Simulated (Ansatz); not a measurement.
System: C₂H₇Si, charge -1, multiplicity 1. It need not be the lowest isomer of its formula. Whether it binds its extra electron was not tested at this geometry. SMILES: [SiH2]([CH2-])C
Coordinates optimised at B3LYP-D3(BJ)/def2-TZVP (Ansatz, a program for electronic structure):
```xyz
10

Si    -0.0164     0.4868     0.0844
C     -1.6212    -0.2645     0.1038
C      1.4174    -0.7299    -0.2920
H      0.0691     1.5701    -0.9648
H      0.6230     1.2061     1.2909
H     -1.8601    -1.0113     0.8630
H     -2.4811     0.3497    -0.1632
H      1.4176    -1.5377     0.4484
H      1.2876    -1.1877    -1.2763
H      2.3963    -0.2375    -0.2501
```
Charge -1, spin multiplicity 1.

Parts of the frozen-core correlation energy in cc-pV(T+d)Z (Ansatz, hartree). Frozen orbitals: 7; correlated occupied orbitals by spin: 10 and 10; virtual: 180 and 180. Spin-orbit coupling is left out. Non-relativistic.

| term | value |
|---|---|
| reference (HF) | -368.73006 |
| MP2 opposite-spin | … |
| MP2 same-spin | … |
| CCSD correlation | -0.55021 |
| (T) | … |
| T1 diagnostic | 0.011 |
| largest doubles amplitude | 0.026 |

Question: Complete the blanks.

Answer: 
- MP2 opposite-spin, value: -0.40354
- MP2 same-spin, value: -0.10386
- (T), value: -0.02181
